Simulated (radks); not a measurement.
Effect of the nuclear size on neutral lutetium, [Xe] 4f14 5d1 6s2. Method: Dirac Kohn-Sham, LDA (Slater exchange, Perdew-Wang correlation), spin-unpolarised, spherical densities, finite nucleus; open shells are shared between the two j in proportion to 2j + 1; Fermi nuclear charge, rms radius 5.37 fm; computed with a radial shooting solver on a logarithmic mesh with Libxc functionals. The rms radius is varied about that value; shifts are against it.

rms radius (fm) = 4.7954: total energy shift (eV) -8.97; density at nucleus (e/bohr^3) 1.147e+06; 1s1/2 shift (meV) -3660; 2s1/2 shift (meV) -501; 5p1/2 shift (meV) 0.328; 6s1/2 shift (meV) -0.228; 5d5/2 shift (meV) 0.225; 6p1/2 (empty) shift (meV) 0.099
rms radius (fm) = 5.1176: total energy shift (eV) -4.02; density at nucleus (e/bohr^3) 1.124e+06; 1s1/2 shift (meV) -1640; 2s1/2 shift (meV) -225; 5p1/2 shift (meV) 0.147; 6s1/2 shift (meV) -0.102; 5d5/2 shift (meV) 0.101; 6p1/2 (empty) shift (meV) 0.045
rms radius (fm) = 5.37: total energy shift (eV) 0; density at nucleus (e/bohr^3) 1.107e+06; 1s1/2 shift (meV) 0.000; 2s1/2 shift (meV) 0.000; 5p1/2 shift (meV) 0.000; 6s1/2 shift (meV) 0.000; 5d5/2 shift (meV) 0.000; 6p1/2 (empty) shift (meV) 0.000
rms radius (fm) = 5.7566: total energy shift (eV) 6.42; density at nucleus (e/bohr^3) 1.083e+06; 1s1/2 shift (meV) 2620; 2s1/2 shift (meV) 359; 5p1/2 shift (meV) -0.235; 6s1/2 shift (meV) 0.163; 5d5/2 shift (meV) -0.161; 6p1/2 (empty) shift (meV) -0.071
rms radius (fm) = 6.4923: total energy shift (eV) 19.5; density at nucleus (e/bohr^3) 1.042e+06; 1s1/2 shift (meV) 7940; 2s1/2 shift (meV) 1090; 5p1/2 shift (meV) -0.712; 6s1/2 shift (meV) 0.495; 5d5/2 shift (meV) -0.489; 6p1/2 (empty) shift (meV) -0.216

Slopes of the eigenvalues against <r^2> in GHz/fm^2, as finite differences over the two radii next to the reference (eigenvalue slopes, not the field-shift constants of lines): 1s1/2 148000, 2s1/2 20300, 5p1/2 -13.3, 6s1/2 9.24, 5d5/2 -9.13, 6p1/2 (empty) -4.03.
